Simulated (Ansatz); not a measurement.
A run for Ansatz (a program for electronic structure): U-CCSD(T)/def2-TZVPP on GeS, a point of a bond scan (R = 4.666 Å). The run froze 19 orbitals, filled d shells among them.

Ansatz 0.2 input:
```yaml
crystal:
  periodic: [false, false, false]
  atoms:
    - {symbol: Ge, position_ang: [-0.00000000, -0.00000000, -0.67616527]}
    - {symbol: S, position_ang: [0.00000000, 0.00000000, 3.98937507]}
basis:
  gaussian:
    orbitals: def2-TZVPP
correlation: {method: ccsd_t, electrons: outside_noble_gas}
scf: {omitted_lower_state_checks: [cluster_reference]}
magnetization: {spin_polarized: true, initial_magnetization: 0}
```

Program output:

```
WARN ansatz: RAYON_NUM_THREADS=1 ignored (pool sized by the plan → 1); use --threads N
Functional definition: HF
these checks for a lower state are left out or cut short: cluster_reference
integrals: 0.12 GiB planned
556 factors; integrals over basis functions are off by at most 8.4e-4 eV
mean field: 0.25 GiB planned
mean field evaluation 1: about -67267.7427 eV, gradient 2.6e1 eV
mean field evaluation 2: about -67267.7428 eV, gradient 2.6e1 eV
mean field evaluation 4: about -67199.2249 eV, gradient 7.4e1 eV
mean field evaluation 8: about -67285.0502 eV, gradient 4.2e0 eV
mean field evaluation 16: about -67285.1879 eV, gradient 2.0e-6 eV
mean field evaluation 32: about -67288.1649 eV, gradient 1.2e-2 eV
mean field evaluation 64: about -67288.1372 eV, gradient 9.2e-1 eV
mean field evaluation 96: about -67288.9208 eV, gradient 1.6e0 eV
mean field evaluation 128: about -67288.9166 eV, gradient 2.2e-6 eV
mean field evaluation 160: about -67288.9305 eV, gradient 1.1e-1 eV
mean field evaluation 192: about -67288.9533 eV, gradient 3.0e-2 eV
mean field evaluation 224: about -67288.9163 eV, gradient 5.1e-1 eV
mean field evaluation 256: about -67288.9534 eV, gradient 3.9e-6 eV
mean field evaluation 288: about -67288.9695 eV, gradient 2.8e-1 eV
mean field evaluation 320: about -67286.0631 eV, gradient 2.5e0 eV
mean field evaluation 352: about -67288.9302 eV, gradient 2.4e-4 eV
mean field evaluation 384: about -67288.1274 eV, gradient 6.5e-1 eV
mean field evaluation 416: about -67288.9534 eV, gradient 1.2e-3 eV
mean field evaluation 448: about -67281.3026 eV, gradient 1.3e-1 eV
mean field -67288.97459568 eV, -2472.8242062862 hartree, gradient 4.4e-6 eV, S^2 2.023033; 27 other end points of the search recorded, 0 dependent functions left out
19 core orbitals not correlated
reference -67288.97459568 eV, -2472.8242062862 hartree; 5, 5 occupied and 66, 66 virtual orbitals, 556 factors
second order -4.54143746 eV of doubles, -0.00000000 eV of singles
coupled cluster: 0.24 GiB planned
cycle   1  -5.30116755 eV  change   -7.6e-1 eV  update   6.6e-2
cycle   2  -5.56529450 eV  change   -2.6e-1 eV  update   2.4e-2
cycle   3  -5.57962146 eV  change   -1.4e-2 eV  update   5.8e-3
cycle   4  -5.58045014 eV  change   -8.3e-4 eV  update   1.5e-3
cycle   5  -5.58049835 eV  change   -4.8e-5 eV  update   8.8e-4
cycle   6  -5.58039096 eV  change    1.1e-4 eV  update   4.9e-4
cycle   7  -5.58040715 eV  change   -1.6e-5 eV  update   3.4e-4
cycle   8  -5.58050078 eV  change   -9.4e-5 eV  update   2.0e-4
cycle   9  -5.58043338 eV  change    6.7e-5 eV  update   6.4e-5
cycle  10  -5.58043958 eV  change   -6.2e-6 eV  update   2.9e-5
cycle  11  -5.58044553 eV  change   -5.9e-6 eV  update   2.0e-5
cycle  12  -5.58044765 eV  change   -2.1e-6 eV  update   1.1e-5
coupled cluster: 0.24 GiB planned
perturbative correction -0.18009167 eV, -0.0066182467 hartree
Total energy: -67294.73513500 eV, -2473.0359022015 hartree
Checks for a lower state left out: cluster_reference
```

The calculation finished and met its thresholds. Its determinant has ⟨S²⟩ = 2.02, a mixture of spin states.

Cost: roughly 26 core-seconds.
